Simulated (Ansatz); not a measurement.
```xyz
2

Mg    0.0000    0.0000    0.0000
O     0.0000    0.0000    3.8500
```

Basis set: 6-31G (spherical functions). Charge 0, multiplicity 1.

Computed with Ansatz (development build ahead of 0.2.0); each method stands on the lowest determinant of its kind that the runs found.

The atomization energy at this shape (free ground-state atoms in the same class of orbitals less the molecule, no zero-point energy) of singlet MgO:

```csv
method,atomization energy
PBE0 (unrestricted),-60.7 kJ/mol
UHF,-114.6 kJ/mol
```

Problem. What does PBE (unrestricted) give?

Solution. -25.2 kJ/mol. Caution: another spin multiplicity may lie lower; the shape is not the minimum; the unrestricted determinant is a mixture of spin states. Caution for PBE0 (unrestricted), PBE (unrestricted): charge can spread falsely over distant fragments. Caution for UHF: the molecule lies well above its atoms at this level.

This basis has no polarisation functions and is too small for such energies, which can lie far from measured ones in either direction.
